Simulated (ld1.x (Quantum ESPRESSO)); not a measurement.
Transferability test, RRKJ potential for zirconium

zirconium (Zr), norm-conserving RRKJ (Kleinman–Bylander form), made with ld1.x (Quantum ESPRESSO) 7.5 (Wu–Cohen, scalar-relativistic). Core [Kr], reference 4d2 5s1.75 5p0.25. Waves: 5p (bound): rc 3.80 bohr; 4d (bound): rc 1.85 bohr; 5s (bound): rc 2.75 bohr. Local part: the s channel. Core correction: a·sin(br)/r model core inside 0.95 bohr. rho0 = 0.001.

Energies are relative to the spin-unpolarised reference configuration 4d2 5s1.75 5p0.25; without spin polarisation the order of configurations can differ from experiment.

| valence configuration | charge | ΔE all-electron (eV) | error AE − PS (meV) |
| --- | --- | --- | --- |
| 4d2 5s2 5p0 | 0 | -0.763 | -0.3 |
| 4d2 5s1 5p0 | +1 | 6.419 | -5.1 |
| 4d2 5s0 5p0 | +2 | 19.288 | -48 |
| 4d3 5s0 5p0 | +1 | 6.776 | -158 |
| 4d2 5s0 5p1 | +1 | 10.189 | -25 |

Q: What are ΔE and the potential's error for 4d1 5s2 5p1?

A: ΔE = 2.260 eV all-electron; the error (AE − PS) is -159 meV.

Q: What are ΔE and the potential's error for 4d3 5s1 5p0?

A: ΔE = 0.462 eV all-electron; the error (AE − PS) is -87 meV.
